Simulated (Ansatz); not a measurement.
A nudged elastic band was laid between two geometries of BFH3Sn (6 atoms, charge 0, multiplicity 2).

Method: UKS PBE0/def2-SVP in Ansatz.

```yaml
movable_images: 7
climbing_image: yes
spring: 5.0 eV/Å²
optimiser: quadratic models (default)
start_path: through a guess of the saddle point
force_threshold: 0.05 eV/Å
iteration_limit: 60
end_points: relaxed
```

Image 0:

```xyz
6
Properties=species:S:1:pos:R:3
F -1.431 -1.423 0.811
B -0.706 -0.944 -0.183
Sn 0.404 0.967 0.065
H -0.737 -1.513 -1.252
H 1.646 1.344 -1.054
H 0.825 1.569 1.614
```

Image 8:

```xyz
6
Properties=species:S:1:pos:R:3
F -1.480 -1.380 0.792
B -0.710 -0.941 -0.186
Sn 0.808 0.634 0.216
H -0.786 -1.480 -1.269
H 1.494 1.474 -1.110
H 0.673 1.694 1.557
```

**Question.** Which bonds break or form, and what moves?

**Answer.** No bond is made or broken. The height of Sn3 over the plane of its neighbours goes from -0.35 to 0.35 Å. The two ends are copies of one structure, up to a mirror image or an exchange of like atoms.

**Question.** What energy profile does the band end with?

**Answer.** The forces met the threshold. The highest image is number 3 of 0 to 8, 0.3 kcal/mol above the ends, which have the same energy within 2 meV. A vibrational analysis at the climbing image gives one clearly imaginary mode, 177i cm⁻¹: a first-order saddle point.

```
image  path coordinate (Å)  energy (kcal/mol)  height of Sn3 over the plane of its neighbours (Å)
    0                 0.00                0.0                                               -0.35
    1                 0.11                0.1                                               -0.24
    2                 0.21                0.2                                               -0.12
    3                 0.32                0.3                                                0.00
    4                 0.39                0.3                                                0.07
    5                 0.45                0.2                                                0.14
    6                 0.51                0.1                                                0.21
    7                 0.58                0.0                                                0.28
    8                 0.64                0.0                                                0.35
```

**Question.** What is the geometry of the highest image?

**Answer.** 
```xyz
6
Properties=species:S:1:pos:R:3
F -1.467 -1.421 0.801
B -0.715 -0.955 -0.182
Sn 0.590 0.784 0.143
H -0.754 -1.497 -1.264
H 1.579 1.424 -1.093
H 0.767 1.665 1.595
```

**Question.** What are the harmonic wavenumbers there?

**Answer.** 177i, 200, 244, 360, 562, 695, 707, 1076, 1300, 1940, 1953, 2627 cm⁻¹.

The run took 3.9 min on 1 thread of Intel(R) Xeon(R) Platinum 8488C (Sapphire Rapids), with other jobs on the host, peak memory 0.19 GiB.
